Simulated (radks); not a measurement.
Problem. All-electron atom: La in [Xe] 5d1 6s1.5 6d0.5 (fractional occupations, a model configuration). All-electron calculation, scalar-relativistic Kohn-Sham, PBE, spin-polarised, spherical densities, point nucleus; open shells are filled with parallel spins first (spin-orbit coupling, left out, can overturn this in heavy ions). Program: a radial shooting solver on a logarithmic mesh with Libxc functionals. Some entries of the table are withheld. Estimate them.

orbital,occ.,eigenvalue (eV),<r> (bohr),<r^2> (bohr^2)
1s up,1,-38754.27,0.02507,0.0008536
1s down,1,-38754.27,0.02507,0.0008536
2s up,1,-6170.699,0.1074,0.01362
2s down,1,-6170.668,0.1074,0.01362
2p up,3,-5530.500,0.09425,0.01084
2p down,3,-5530.476,0.09425,0.01084
3s up,1,-1321.167,0.2852,0.09291
3s down,1,-1321.151,0.2852,0.09291
3p up,3,-1116.767,0.2832,0.09296
3p down,3,-1116.749,0.2832,0.09295
3d up,5,-823.1989,0.2600,0.07971
3d down,5,-823.1727,0.2600,0.07971
4s up,1,-268.1610,0.6542,0.4826
4s down,1,-268.1110,0.6542,0.4827
4p up,3,-201.6979,0.6931,0.5459
4p down,3,-201.6518,0.6931,0.5459
4d up,5,-105.5478,0.7676,0.6832
4d down,5,-105.4991,0.7674,0.6829
5s up,1,-40.7589,(1),2.732
5s down,1,-40.4120,(2),2.711
5p up,3,(3),1.807,3.699
5p down,3,(4),1.797,3.658
6s up,1,-5.1808,4.202,(5)
5d up,1,-4.9384,2.875,9.795
6s down,0.5,-4.5125,4.276,(6)
6d up,0.5,-0.4931,14.26,227.6

Solution. 
(1) 5s up <r> (bohr): 1.560
(2) 5s down <r> (bohr): 1.554
(3) 5p up eigenvalue (eV): -24.2972
(4) 5p down eigenvalue (eV): -23.8158
(5) 6s up <r^2> (bohr^2): 19.86
(6) 6s down <r^2> (bohr^2): 20.65
